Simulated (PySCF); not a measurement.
C₆H₅AlCl₂, SMILES [Cl][Al]([Cl])[c]1ccccc1, singlet at its PBE0/def2-SVP optimised geometry (Å):

```
14

Al     1.0530     1.5979     0.0000
Cl     3.1508     1.5979     0.0000
Cl     0.0637     3.4476     0.0000
C      0.0637    -0.0568     0.0036
C     -1.3433    -0.0588     0.0162
C     -2.0579    -1.2553     0.0230
C     -1.3771    -2.4728     0.0168
C      0.0176    -2.4937     0.0035
C      0.7303    -1.2961    -0.0027
H     -1.8917     0.8884     0.0209
H     -3.1508    -1.2392     0.0333
H     -1.9371    -3.4115     0.0224
H      0.5511    -3.4476    -0.0015
H      1.8242    -1.3284    -0.0123
```

Method: PBE0/def2-TZVP in PySCF. Cells within 0.4 Å of a nucleus heavier than hydrogen are left out (blank, or x).

Map of the Laplacian of the electron density (e/bohr⁵), clipped to [-1.50, 1.50] on the plane z = 0.0 Å:

```
|55555555555555555555555555555|
|55555555555555555555555555555|
|55555555555555555555555555555|
|55555555555555555555555555555|
|55555555555553935555555555555|
|55555555555559xx3555555555555|
|55555555555555x94555555555555|
|55555555555554335555555555555|
|55555555555555555655554555555|
|55555555555555569x9547x755555|
|5555555555555559xx9549xx45555|
|55555555545555569995449455555|
|55555555503555545555554555555|
|55555555540455424555555555555|
|5555555555xx11xx5555555555555|
|55555555544x44x25555555555555|
|55555555522555413555555555555|
|55555501xx45555xx111555555555|
|555555445x355553x334555555555|
|55555555531555314555555555555|
|5555555555xx23xx5555555555555|
|5555555554xx33x35555555555555|
|55555555512555414555555555555|
|55555555504555503555555555555|
|55555555555555555555555555555|
|55555555555555555555555555555|
|55555555555555555555555555555|
|55555555555555555555555555555|
|55555555555555555555555555555|
```
Scale: ten equal steps from -1.50 (start of '0') to 1.50 (end of '9'), in the order '0123456789'; x runs from -5.50 to 5.50, y from -5.50 (bottom) to 5.50 (top).
